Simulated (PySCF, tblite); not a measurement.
Compound: C6H12NP.
Numbering: `[CH3:1][CH2:2][P@:3]1(=[NH:4])[CH:5]=[CH:6][CH2:7][CH2:8]1` (hydrogens: H9, H10, H11 on C1; H12, H13 on C2; H14 on N4; H15 on C5; H16 on C6; H17, H18 on C7; H19, H20 on C8)

Structure optimised with GFN2-xTB, isolated species.

(1) List the bond lengths, angles and torsions at this level.

## Answers

(1) 
```csv
bond,length (pm),order
C1–C2,152.0,single
C2–P3,186.3,single
P3=N4,155.7,double
P3–C5,182.7,single
C5=C6,132.5,double
C6–C7,149.9,single
C7–C8,153.2,single
P3–C8,183.0,single
"C1–H9, C1–H10, C1–H11",108.9,single
C2–H12,109.1,single
C2–H13,109.5,single
N4–H14,101.1,single
C5–H15,107.8,single
C6–H16,108.1,single
C7–H17,109.5,single
C7–H18,109.3,single
C8–H19,109.2,single
C8–H20,109.0,single
```

Bonds in one row agree within 1 pm and their mean is given. Orders are formal, as drawn. A selection of angles:
```csv
angle,degrees
C2–C1–H9,111.2
C2–C1–H11,109.8
H9–C1–H10,108.6
H10–C1–H11,107.7
C1–C2–P3,109.3
C1–C2–H12,111.9
C1–C2–H13,110.7
P3–C2–H12,109.8
P3–C2–H13,107.0
H12–C2–H13,108.1
C2–P3–N4,119.6
C2–P3–C5,103.1
C2–P3–C8,108.0
N4–P3–C5,121.8
N4–P3–C8,108.1
C5–P3–C8,92.6
P3–N4–H14,115.6
P3–C5–C6,111.3
P3–C5–H15,123.8
C6–C5–H15,124.7
C5–C6–C7,117.9
C5–C6–H16,124.0
C7–C6–H16,118.1
C6–C7–C8,108.8
C6–C7–H17,108.7
C6–C7–H18,110.1
C8–C7–H17,110.9
C8–C7–H18,111.3
H17–C7–H18,107.0
C7–C8–H19,111.8
C7–C8–H20,112.6
P3–C8–C7,107.6
P3–C8–H19,104.6
P3–C8–H20,111.9
H19–C8–H20,108.1
```

Torsions: C1–C2–P3–N4 -44° (synclinal); C2–P3–C5–C6 -105° (anticlinal); P3–C5–C6–C7 5° (synperiplanar); C5–C6–C7–C8 -13° (synperiplanar); C6–C7–C8–P3 14° (synperiplanar); C2–P3–C8–C7 94° (anticlinal); H14–N4–P3–C2 -50° (synclinal).

P3 (phosphorus bonded to 3 C and N) has angles from 92.6° to 121.8°. The 3 C–P bonds span 1.827 Å (P3–C5, drawn single) to 1.863 Å (C2–P3, drawn single), a spread of 0.036 Å. The 4 C–C bonds span 1.325 Å (C5=C6, drawn double) to 1.532 Å (C7–C8, drawn single), a spread of 0.207 Å. N4 (nitrogen bonded to P and H) is bent (angle 115.6°). Of the pairs four or more bonds apart, N4···H11 is among the closest relative to their van der Waals radii: 2.85 Å, 104 % of the sum of Bondi's values. The 5-membered ring P3–C5–C6–C7–C8 has internal angles of 92.6° to 117.9° (sum 538°, against 540° for a flat polygon); it is slightly puckered (a soft mode that the optimisation may not have finished), 0.06 Å rms from its mean plane, widest ring torsion 14°.

Point group: C1 (no symmetry element, even within 0.4 Å). Its GFN2-xTB frequencies are all real (lowest 53 cm⁻¹). The numbers are those of one conformer. 2 starts were optimised and ended at 0.00 and 0.41 kcal/mol (GFN2-xTB); the lowest of these is shown.

All values are computed, not measured.
